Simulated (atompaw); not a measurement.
# gadolinium: PAW (atompaw) pseudisation with PBEsol, scalar-relativistic reference atom.

atompaw 4.2.0.5 input, output lines left out:

```
Gd 64
GGA-PBESOL scalarrelativistic loggrid 2001 logderivrange -6 5 276
6 6 5 4 0 0
6 1 0
5 2 1
4 3 7
0 0 0
c
c
c
c
v
v
c
c
c
v
v
c
c
v
v
3
3.16 2.38 2.26 1.90
n
n
y
0.7
n
y
1.75
n
custom polynom gramschmidtortho sinc
bessel
2.12
2.48
2.22
3.16
3.16
2.70
1.48
1.48
```

Poles of the logarithmic derivatives, all-electron (AE) and pseudo (PS). s: poles at -3.6, 1.6 (AE) and -3.6, 1.6 (PS) Ry. p: poles at -1.9, 2.8 (AE) and -1.9, 2.7 (PS) Ry. d: poles at 0.3, 4.8 (AE) and 0.3, 4.8 (PS) Ry. f: poles at -0.6, 2.8 (AE) and -0.6, 2.8 (PS) Ry. Test radius 3.17 bohr.

- Cutoffs needed: 90 Ry and 140 Ry (the cutoffs (Ry, on a coarse ladder) from which the occupation-weighted sum of valence levels, in a spherical-Bessel basis at the reference potential, stays within 10 and 1 mRy of its value at 400 Ry)
- Ghost test: no extra level below or beside the all-electron valence levels (s, p, d, f tested) (spherical-Bessel basis up to 400 Ry, 20 bohr box)
- Lowest eigenvalue of the overlap operator: 0.55 (p channel)
- Overlap eigenvalues printed by atompaw (projector basis): 0.436, 0.468, 0.637, 2.76, 4.12, 80, 233, 455
- Share of each valence orbital outside the PAW sphere: 5s 0 %, 6s 70 %, 5p 1 %, 6p 91 %, 5d 32 %, 4f 0 %
